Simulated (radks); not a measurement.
Problem. Species: the samarium ion Sm48+. Configuration: [Ne] 3s2 3p2. Calculated with a radial shooting solver on a logarithmic mesh with Libxc functionals: scalar-relativistic Kohn-Sham, PBE, spin-polarised, spherical densities, finite nucleus; open shells are filled with parallel spins first (spin-orbit coupling, left out, can overturn this in heavy ions); Fermi nuclear charge, rms radius 5.0819 fm. Some entries of the table are withheld. Estimate them.

| orbital | occ. | eigenvalue (hartree) | <r> (bohr) |
|---|---|---|---|
| 1s up | 1 | -1837.899 | 0.02273 |
| 1s down | 1 | -1837.677 | 0.02273 |
| 2s up | 1 | -397.1421 | 0.09571 |
| 2s down | 1 | -396.9711 | 0.09567 |
| 2p up | 3 | -368.0800 | 0.08409 |
| 2p down | 3 | -367.8416 | 0.08408 |
| 3s up | 1 | -159.0690 | 0.2310 |
| 3s down | 1 | -158.2576 | 0.2313 |
| 3p up | 2 | -150.2046 | 0.2246 |
| 3p down | 0 | -149.3976 | 0.2248 |
| 3d up | 0 | -141.0490 | (1) |
| 3d down | 0 | -140.3878 | (2) |
| 4s up | 0 | -84.53492 | 0.4294 |
| 4s down | 0 | -84.23562 | 0.4301 |

Solution. 
(1) 3d up <r> (bohr): 0.1978
(2) 3d down <r> (bohr): 0.1976
